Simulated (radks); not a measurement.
Problem. Neutral copper, [Ar] 3d10 4s1. Calculated with a radial shooting solver on a logarithmic mesh with Libxc functionals: non-relativistic Kohn-Sham, exchange-only PBE, spin-polarised, spherical densities, point nucleus. Every spin shell is full or empty, so the densities are truly spherical. Functionals are evaluated on that one density, not self-consistently. Rank these orbital-free kinetic functionals by their error against the exact value of the orbitals, and give that value: Thomas-Fermi, von Weizsacker, TF + vW/9, TF + vW/5, LC94, APBEK, revAPBEK, Perdew 92, Thakkar, Pearson, LKT, DePristo-Kress, Ernzerhof.

Solution. Exact: 1638.96 hartree. From best to worst, with 100 (|E| - |E exact|)/|E exact| (equal figures are ties): APBEK -0.06, LC94 -0.15, revAPBEK +0.19, DePristo-Kress -0.23, Ernzerhof -0.52, Thakkar -0.58, Perdew 92 -0.90, TF + vW/9 -0.91, Pearson -1.35, TF + vW/5 +3.53, Thomas-Fermi -6.46, LKT +23.63, von Weizsacker -50.06.
